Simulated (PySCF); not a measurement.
PySCF input file for W(NH)(S)(Cl)(Me) (CH4ClNSW), SMILES [Cl][W]([CH3])(=[NH])=[S], multiplicity 1, TDDFT-PBE/def2-SVPD. Geometry: PBE0-D3(BJ)/def2-SVP. The multiplicity is an assumed one; no other spin state was optimised. The structure was generated by enumeration; whether it is a known compound was not checked. The def2 effective core potentials stand for the cores of W; spin–orbit coupling is left out.

```python
import numpy as np
from pyscf import gto, scf, dft, tdscf

mol = gto.M(
    atom='''
    W    -0.06421047   -0.12805311   -0.04384418
    N    -0.39885622   -1.19911038   -1.36449530
    H    -0.17714258   -1.86144098   -2.10301800
    S     1.98601007   -0.29276448    0.51036565
    Cl   -0.78882564    2.00262539   -0.46573147
    C    -1.11538344   -1.02113075    1.53474255
    H    -0.82279174   -2.06586372    1.71510374
    H    -2.18795470   -0.99924168    1.27242680
    H    -0.94236772   -0.43736594    2.45455303
    ''',
    basis='def2-SVPD',
    ecp={'W': 'def2-svp'},
    charge=0,
    spin=0,
    max_memory=1600,
    verbose=4,
)
mf = dft.RKS(mol, xc='pbe').density_fit(auxbasis='def2-universal-jkfit')
mf.grids.level = 3
mf.conv_tol = 1e-9
mf.max_cycle = 100
mf.kernel()
mf.grids = dft.Grids(mol).set(level=1).build(with_non0tab=True)  # coarser grid for the response kernel
td = tdscf.TDDFT(mf)
td.singlet = True
td.nstates = 10
td.conv_tol = 1e-4
td.positive_eig_threshold = 1e-6
td.kernel(x0=td.get_init_guess(mf, 15))
td.analyze()
tt = tdscf.TDA(mf)
tt.singlet = False
tt.nstates = 4
tt.conv_tol = 1e-4
tt.positive_eig_threshold = 1e-6
tt.kernel(x0=tt.get_init_guess(mf, 9))
tt.analyze(verbose=3)
```

It prints:

```
PySCF version 2.14.0

[INPUT] verbose = 4
[INPUT] num. atoms = 9
[INPUT] num. electrons = 64
[INPUT] charge = 0
[INPUT] spin (= nelec alpha-beta = 2S) = 0
[INPUT] symmetry False subgroup None
[INPUT] Mole.unit = angstrom
[INPUT] Symbol           X                Y                Z      unit          X                Y                Z       unit  Magmom
[INPUT]  1 W     -0.064210470000  -0.128053110000  -0.043844180000 AA   -0.121340202630  -0.241985307299  -0.082853492356 Bohr   0.0
[INPUT]  2 N     -0.398856220000  -1.199110380000  -1.364495300000 AA   -0.753729018879  -2.265990211323  -2.578522415256 Bohr   0.0
[INPUT]  3 H     -0.177142580000  -1.861440980000  -2.103018000000 AA   -0.334750961199  -3.517613649242  -3.974128055031 Bohr   0.0
[INPUT]  4 S      1.986010070000  -0.292764480000   0.510365650000 AA    3.753015112928  -0.553244686201   0.964451301886 Bohr   0.0
[INPUT]  5 Cl    -0.788825640000   2.002625390000  -0.465731470000 AA   -1.490664419635   3.784413517200  -0.880104925891 Bohr   0.0
[INPUT]  6 C     -1.115383440000  -1.021130750000   1.534742550000 AA   -2.107769225475  -1.929657454872   2.900243091217 Bohr   0.0
[INPUT]  7 H     -0.822791740000  -2.065863720000   1.715103740000 AA   -1.554851046154  -3.903916641475   3.241076343817 Bohr   0.0
[INPUT]  8 H     -2.187954700000  -0.999241680000   1.272426800000 AA   -4.134635155955  -1.888293107450   2.404538165557 Bohr   0.0
[INPUT]  9 H     -0.942367720000  -0.437365940000   2.454553030000 AA   -1.780816899431  -0.826501842813   4.638432984921 Bohr   0.0

nuclear repulsion = 321.861819897257
number of shells = 67
number of NR pGTOs = 250
number of NR cGTOs = 161
basis = def2-SVPD
ecp = {'W': 'def2-svp'}


[settings echo left out]
init E= -1007.76080344461
  HOMO = -0.485078862249044  LUMO = -0.351385557069679  gap/eV = 3.63798
cycle= 1 E= -1019.93554096519  delta_E= -12.2  |g|= 0.874  |ddm|= 8.26
  HOMO = -0.132472637129167  LUMO = -0.0750064517571591  gap/eV = 1.56373
cycle= 2 E= -1018.76133158545  delta_E= 1.17  |g|=  2.3  |ddm|= 3.05
  HOMO = -0.189179298565981  LUMO = -0.0692054701790803  gap/eV = 3.26465
cycle= 3 E= -1019.90492645412  delta_E= -1.14  |g|= 0.912  |ddm|= 2.48
  HOMO = -0.233109191733642  LUMO = -0.135627335757927  gap/eV = 2.65262
cycle= 4 E= -1020.11157861142  delta_E= -0.207  |g|= 0.284  |ddm|= 1.07
  HOMO = -0.244312853382633  LUMO = -0.125574082490079  gap/eV = 3.23105
cycle= 5 E= -1020.1108984898  delta_E= 0.00068  |g|= 0.281  |ddm|= 0.697
  HOMO = -0.239999703070993  LUMO = -0.134451594235972  gap/eV = 2.87211
cycle= 6 E= -1020.13328265451  delta_E= -0.0224  |g|= 0.0887  |ddm|= 0.417
  HOMO = -0.23845251344196  LUMO = -0.131602769237182  gap/eV = 2.90753
cycle= 7 E= -1020.13549249758  delta_E= -0.00221  |g|= 0.0161  |ddm|= 0.115
  HOMO = -0.2388240168201  LUMO = -0.131680225246484  gap/eV = 2.91553
cycle= 8 E= -1020.1355504138  delta_E= -5.79e-05  |g|= 0.00621  |ddm|= 0.0197
  HOMO = -0.238647423493961  LUMO = -0.131516727798202  gap/eV = 2.91517
cycle= 9 E= -1020.13555737884  delta_E= -6.97e-06  |g|= 0.00301  |ddm|= 0.00727
  HOMO = -0.238840851688754  LUMO = -0.13156017844305  gap/eV = 2.91926
cycle= 10 E= -1020.13555961678  delta_E= -2.24e-06  |g|= 0.00102  |ddm|= 0.00456
  HOMO = -0.238783998409874  LUMO = -0.131495087489483  gap/eV = 2.91948
cycle= 11 E= -1020.13555989114  delta_E= -2.74e-07  |g|= 0.000314  |ddm|= 0.00161
  HOMO = -0.23878416748167  LUMO = -0.131497729050272  gap/eV = 2.91941
cycle= 12 E= -1020.13555991777  delta_E= -2.66e-08  |g|= 0.000112  |ddm|= 0.000439
  HOMO = -0.238788929810439  LUMO = -0.131505665951151  gap/eV = 2.91933
cycle= 13 E= -1020.13555992133  delta_E= -3.56e-09  |g|= 2.59e-05  |ddm|= 0.000123
  HOMO = -0.238786466496856  LUMO = -0.131505101398772  gap/eV = 2.91927
cycle= 14 E= -1020.13555992128  delta_E= 5.02e-11  |g|= 2.82e-05  |ddm|= 7.91e-05
  HOMO = -0.238789737152681  LUMO = -0.131503515464275  gap/eV = 2.91941
Extra cycle  E= -1020.13555991711  delta_E= 4.17e-09  |g|= 0.000119  |ddm|= 0.000188
converged SCF energy = -1020.13555991711
tot grids = 41760
Overwritten attributes  positive_eig_threshold  of <class 'pyscf.tdscf.rks.CasidaTDDFT'>


******** <class 'pyscf.tdscf.rks.CasidaTDDFT'> for <class 'pyscf.df.df_jk.DFRKS'> ********
nstates = 10 singlet
deg_eia_thresh = 1.000e-03
wfnsym = None
conv_tol = 0.0001
eigh lindep = 1e-12
eigh level_shift = 0
eigh max_cycle = 100


Excitation energies (eV)
[3.07920049 3.63685555 3.7113068  4.21230545 4.30770444 4.51633951
 4.82861953 4.92468251 4.95695351 5.10277324]

** Singlet excitation energies and oscillator strengths **
Excited State   1:      3.07920 eV    402.65 nm  f=0.0050
      32 -> 33       -0.69491
Excited State   2:      3.63686 eV    340.91 nm  f=0.0031
      31 -> 33        0.57372
      31 -> 34       -0.16286
      32 -> 34       -0.35709
Excited State   3:      3.71131 eV    334.07 nm  f=0.0041
      31 -> 33       -0.37339
      32 -> 34       -0.59702
Excited State   4:      4.21231 eV    294.34 nm  f=0.0005
      29 -> 33       -0.41369
      30 -> 33       -0.56581
Excited State   5:      4.30770 eV    287.82 nm  f=0.0039
      29 -> 33        0.47090
      30 -> 33       -0.33826
      31 -> 34        0.38034
Excited State   6:      4.51634 eV    274.52 nm  f=0.0059
      28 -> 33       -0.10683
      29 -> 33       -0.23673
      30 -> 33        0.18971
      30 -> 34        0.14594
      31 -> 34        0.38070
      32 -> 35        0.45805
Excited State   7:      4.82862 eV    256.77 nm  f=0.0031
      27 -> 33       -0.13058
      28 -> 33        0.45648
      29 -> 34        0.27229
      30 -> 34       -0.28698
      31 -> 34       -0.10589
      32 -> 35        0.28453
      32 -> 37        0.11396
Excited State   8:      4.92468 eV    251.76 nm  f=0.0051
      28 -> 33       -0.32077
      29 -> 34        0.51689
      30 -> 34       -0.23361
      31 -> 35       -0.14880
      32 -> 35       -0.14973
Excited State   9:      4.95695 eV    250.12 nm  f=0.0059
      28 -> 33        0.16470
      29 -> 34        0.35647
      30 -> 34        0.47456
      31 -> 35        0.24715
      32 -> 36        0.15773
Excited State  10:      5.10277 eV    242.97 nm  f=0.0204
      27 -> 33       -0.19651
      28 -> 33        0.24100
      28 -> 34       -0.10121
      31 -> 34        0.19385
      31 -> 35       -0.22096
      32 -> 35       -0.21651
      32 -> 37       -0.46229

** Transition electric dipole moments (AU) **
state          X           Y           Z        Dip. S.      Osc.
  1         0.1999      0.0914      0.1346      0.0664      0.0050
  2        -0.1751     -0.0576     -0.0200      0.0344      0.0031
  3        -0.0156      0.1395     -0.1596      0.0452      0.0041
  4        -0.0315     -0.0518      0.0310      0.0046      0.0005
  5        -0.0462     -0.1708      0.0734      0.0367      0.0039
  6        -0.1527      0.1641     -0.0515      0.0529      0.0059
  7         0.0876     -0.0901      0.1020      0.0262      0.0031
  8        -0.0287      0.1044     -0.1747      0.0422      0.0051
  9        -0.0424     -0.2132     -0.0322      0.0483      0.0059
 10        -0.3961     -0.0375     -0.0709      0.1633      0.0204

WARN: ECP detected. Skipping calculation of transition velocity and magnetic dipole moments, which have not yet been implemented.

Overwritten attributes  positive_eig_threshold  of <class 'pyscf.tdscf.rks.TDA'>


******** <class 'pyscf.tdscf.rks.TDA'> for <class 'pyscf.df.df_jk.DFRKS'> ********
nstates = 4 triplet
deg_eia_thresh = 1.000e-03
wfnsym = None
conv_tol = 0.0001
eigh lindep = 1e-12
eigh level_shift = 0
eigh max_cycle = 100


Excitation energies (eV)
[2.74699119 3.22169902 3.34765597 3.78503652]

** Triplet excitation energies and oscillator strengths **
Excited State   1:      2.74699 eV    451.35 nm  f=0.0000
Excited State   2:      3.22170 eV    384.84 nm  f=0.0000
Excited State   3:      3.34766 eV    370.36 nm  f=0.0000
Excited State   4:      3.78504 eV    327.56 nm  f=0.0000
```

The run converged.
